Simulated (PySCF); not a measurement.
A structure optimised at PBE0-D3(BJ)/def2-SVP, used in a PySCF frequency run:

```
Zr
C 1 2.2150
H 2 1.1058 1 111.38
H 2 1.1058 3 107.50 1 -122.27
H 2 1.1058 3 107.50 4 -115.47
C 1 2.2150 2 109.47 3 0.00
H 6 1.1058 1 111.38 2 0.00
H 6 1.1058 7 107.50 1 -122.27
H 6 1.1058 7 107.50 8 -115.47
C 1 2.2150 2 109.47 3 -120.00
H 10 1.1058 1 111.38 2 120.00
H 10 1.1058 11 107.50 1 122.27
H 10 1.1058 11 107.50 12 115.47
C 1 2.2150 2 109.47 3 120.00
H 14 1.1058 1 111.38 2 0.00
H 14 1.1058 15 107.50 1 122.27
H 14 1.1058 15 107.50 16 115.47
```

Write its SMILES, formula and point group.

[CH3][Zr]([CH3])([CH3])[CH3], C4H12Zr, Td

What are its rotational constants (standard atomic weights)?

2.2871, 2.2871, 2.2871 GHz
